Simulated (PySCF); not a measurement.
**Bond curve of InF⁻**

Set-up: PySCF, scalar-relativistic core potentials, basis sets In def2-SVPD with ECP28, F def2-SVPD. Energies in eV from In + F⁻ in their ground configurations at the same level. State: ²Π (doublet), unpaired electrons π ↑.

```
R (Å)  UHF-SCS-MP2  UHF-MP2
1.835       -1.342   -1.406
1.921       -1.753   -1.814
2.006       -1.968   -2.026
2.070       -2.042   -2.096
2.134       -2.062   -2.115
2.198       -2.044   -2.095
2.283       -1.980   -2.028
2.390       -1.862   -1.905
2.518       -1.692   -1.731
```

Put a parabola through the three lowest points of the UHF-SCS-MP2 curve and estimate Re, k and ωe (reduced mass 16.3 u; 1 eV/Å² = 0.16022 mdyn/Å; ωe = 1302.8·√(k/μ) cm⁻¹).

Through R = 2.07, 2.134, 2.198 Å the second-order coefficient is 4.64 eV/Å², so Re ≈ 2.136 Å, k ≈ 1.49 mdyn/Å and ωe ≈ 393 cm⁻¹. A polynomial fit of higher order to the unrounded UHF-SCS-MP2 energies gives Re = 2.133 Å, k = 1.49 mdyn/Å, ωe = 393 cm⁻¹; anharmonicity and rounding make the difference.

The higher-order fit for each curve: UHF-SCS-MP2: Re = 2.133 Å, ωe = 393 cm⁻¹, De = 2.06 eV; UHF-MP2: Re = 2.129 Å, ωe = 397 cm⁻¹, De = 2.11 eV.

Correlated steps freeze 5 core orbitals. Correlated levels converge slowly with the basis: in double zeta they bind strong bonds too weakly, by up to about 1 eV, and carry superposition errors of some tenths. Spin–orbit coupling is left out, which matters for elements this heavy, above all for dissociation energies. For an ion De counts to the pair picked by the measured ionisation energies or electron affinities, which need not be the lowest pair at this level. The state is the lowest determinant that a PBE0 search found; another state may lie lower at other levels.
